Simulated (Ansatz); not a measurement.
neopentane (C$_{5}$H$_{12}$), singlet, at a GFN2-xTB geometry; PBE-D4/6-31G* run with Ansatz (an electronic-structure program).

The Ansatz input:
Ansatz 0.2 input:
```yaml
crystal:
  periodic: [false, false, false]
  atoms:
    - {symbol: C, position_ang: [-0.34215524, -0.44093178, 1.42464201]}
    - {symbol: C, position_ang: [0.00000000, -0.00000000, 0.00000000]}
    - {symbol: C, position_ang: [0.14029710, 1.52302017, -0.04268716]}
    - {symbol: C, position_ang: [-1.11651382, -0.43618167, -0.95091448]}
    - {symbol: C, position_ang: [1.31837196, -0.64590671, -0.43104038]}
    - {symbol: H, position_ang: [-1.27791688, 0.00855262, 1.74994028]}
    - {symbol: H, position_ang: [-0.44624317, -1.52262297, 1.47577845]}
    - {symbol: H, position_ang: [0.44101505, -0.13950486, 2.11695060]}
    - {symbol: H, position_ang: [0.38391316, 1.85675159, -1.04905668]}
    - {symbol: H, position_ang: [-0.78835260, 2.00145569, 0.26098084]}
    - {symbol: H, position_ang: [0.93057933, 1.85339821, 0.62799115]}
    - {symbol: H, position_ang: [-2.06369048, 0.01337275, -0.66063489]}
    - {symbol: H, position_ang: [-1.23201677, -1.51780284, -0.93479673]}
    - {symbol: H, position_ang: [-0.89142473, -0.13133135, -1.97067241]}
    - {symbol: H, position_ang: [1.23876228, -1.73061949, -0.40725903]}
    - {symbol: H, position_ang: [2.12602050, -0.34750138, 0.23391312]}
    - {symbol: H, position_ang: [1.57935432, -0.34414799, -1.44313471]}
basis:
  gaussian:
    orbitals: 6-31G*
hamiltonian:
  xc: pbe
  dispersion: d4
```

The log (banner, timings and long lists left out):

```
Functional definition: PBE
1371 factors; their error is unknown
mean field evaluation 1: about -5359.1580 eV, gradient 7.6e1 eV
mean field evaluation 2: about -5341.5864 eV, gradient 1.1e2 eV
mean field evaluation 4: about -5373.3687 eV, gradient 6.0e0 eV
mean field evaluation 8: about -5373.3508 eV, gradient 5.2e-2 eV
mean field -5373.35076630 eV, -197.4669984734 hartree, gradient 2.8e-5 eV, S^2 0.000000; 0 other end points of the search recorded, 0 dependent functions left out
reference -5373.35079019 eV, -197.4669993515 hartree; 21, 21 occupied and 78, 78 virtual orbitals, 1371 factors
Total energy: -5373.68918144 eV, -197.4794350005 hartree
```
